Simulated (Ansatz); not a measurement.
Reactions of C$_{2}$H$_{8}$ClFO$_{4}$W, SMILES `C[O][W]([OH])([OH])([F])([Cl])[O]C`.

Program: Ansatz. Geometries: PBE0-D4/def2-TZVP. ΔE: electronic, gas phase. CBS: MP2 limit from def2 TZ/QZ plus the TZ coupled-cluster correction, frozen cores. This one scheme is used for every species. DFT in def2-TZVPP. def2 core potentials past Kr. For W outer-core shells are correlated without core-valence functions, which leaves a few kJ/mol of doubt a bond. Each species was taken in one conformer, which may not be the lowest.

```tsv
reaction	LDA (SPW92) (kJ/mol)	CCSD(T)/CBS(def2) (kJ/mol)
`C[O][W]([OH])([OH])([F])([Cl])[O]C` + HCl → `C[O][W]([OH])([OH])([Cl])([Cl])[O]C` + H–F	14	3
`C[O][W]([OH])([OH])([F])([Cl])[O]C` + H₂O → `C[O][W]([OH])([OH])([OH])([Cl])[O]C` + H–F	38	38
`C[O][W]([OH])([OH])([F])([Cl])[O]C` + H₂O → `C[O][W]([OH])([OH])([OH])([F])[O]C` + HCl	19	26
`C[O][W]([OH])([OH])([F])([Cl])[O]C` + HCl → `C[O][W]([OH])([F])([Cl])([Cl])[O]C` + H₂O	-8	-14
```

Largest T1 diagnostic: 0.021, for `C[O][W]([OH])([OH])([OH])([Cl])[O]C`.
